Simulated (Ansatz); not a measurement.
Computed with Ansatz on PBE0-D4/def2-TZVP structures; ΔE is electronic, products minus reactants. CBS: MP2 limit from def2 TZ/QZ plus the TZ coupled-cluster correction, frozen cores. DFT in def2-TZVPP. Elements past krypton have def2 core potentials. For In outer-core shells are correlated without core-valence functions, which leaves a few kJ/mol of doubt a bond. One conformer a species, not always the lowest.

Consider the ligand exchange at the Si–O bond: `[SiH3][O][InH2]` + `O[SiH2][SiH2]O` → `O[SiH2][SiH2]O[SiH3]` + `[OH][InH2]`.

Q: Is it downhill or uphill in electronic energy at CCSD(T)/CBS, and by how much? (Best estimate.)

A: Computed: Uphill: ΔE = +4.8 kJ/mol.

Q: What do these levels give: ωB97X-V, r2SCANh, CCSD/def2-SVP, CCSD(T)/def2-SVP, MP2/def2-TZVPP, MP2/CBS(def2)? (Best estimate.)

A: Computed: ωB97X-V 4.6, r2SCANh 5.5, CCSD/def2-SVP 14.5, CCSD(T)/def2-SVP 13.9, MP2/def2-TZVPP 6.4, MP2/CBS(def2) 5.6 kJ/mol.

Largest T1 diagnostic among the species: 0.017.

At CCSD(T), def2-SVP lies +9.2 kJ/mol from the extrapolated value and def2-TZVPP +0.7 kJ/mol. Leaving LDA and LC-ωPBE aside and taking each functional with its dispersion term where it has one, the values, not all of them listed here, spread over 10.0 kJ/mol, from BLYP-D4 to PBE-QIDH. From BLYP to BHLYP (50 % exact exchange), in def2-TZVPP and without D4, ΔE moves by +4.3 kJ/mol.
